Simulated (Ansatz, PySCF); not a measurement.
Gas-phase reaction in SMILES: Fc1cnccn1 [2-fluoropyrazine] + 10 [H][H] (H2) -> 4 C (CH4) + F (HF) + 2 N (NH3)
Geometries: B3LYP-D3(BJ)/def2-TZVP minima from Ansatz (a first-principles code). Frequencies are from Ansatz or PySCF. Unstable Hartree-Fock reference: Fc1cnccn1.
Geometry of the first species:
```xyz
10

F     -1.8054    -1.2674     0.1843
C     -0.7030    -0.5186     0.0730
C     -0.8344     0.8681     0.0145
N      0.2441     1.6294    -0.0958
C      1.4261     1.0095    -0.1460
C      1.5242    -0.3721    -0.0855
N      0.4395    -1.1456     0.0258
H     -1.8075     1.3417     0.0577
H      2.3088     1.6304    -0.2362
H      2.4838    -0.8736    -0.1264
```

Wanted: energy of full hydrogenation (0 K, with B3LYP-D3(BJ) harmonic zero-point energies), in eV. Cores are frozen in the correlated levels unless marked. No spin-orbit coupling. Non-relativistic. CBS marks a two-point X^-3 extrapolation of the correlation energy; Hartree-Fock from the larger set.

```csv
level,program,energy of full hydrogenation (eV)
BLYP-D4/def2-TZVPD,Ansatz + dftd4,-5.25
r2SCAN/def2-TZVPD,Ansatz,-6.08
```

### Question
Estimate the value at CCSD(T)/CBS(cc-pVTZ,cc-pVQZ) as computed with Ansatz.

### Answer
-6.51 eV
